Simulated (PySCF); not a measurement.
## Stationary points of [BCl4]-

All numbers come from PBE0 in PySCF with B def2-SVPD, Cl def2-SVPD; no relativity; density-fitted integrals.

Relaxations began from a few typed shapes. The search is not exhaustive: other isomers or separated fragments can lie lower, and high-lying points may rest on an excited occupation.

| spin | group | bonds | angles | imaginary modes (cm⁻¹) | ΔE (kJ/mol) | ΔE with ZPE (kJ/mol) |
| --- | --- | --- | --- | --- | --- | --- |
| singlet | Td | B–Cl 1.867 Å (×4) | Cl–B–Cl 109.5° (×6) | none | 0.0 | 0.0 |
| singlet | D4h | B–Cl 1.983 Å (×4) | Cl–B–Cl 90.0° (×4), Cl–B–Cl 180.0° (×2) | 155i, 39i | 341.0 | – |

The lowest minimum found is the singlet Td: B–Cl 1.867 Å (×4); Cl–B–Cl 109.5° (×6).

Counting electrons, boron keeps none of its valence electrons outside its bonds, so the VSEPR class is AX4 and the expected shape is tetrahedral (Td), as computed.

For the lowest minimum: the lowest empty level of this anion is unbound, so it and the gap depend on the basis.
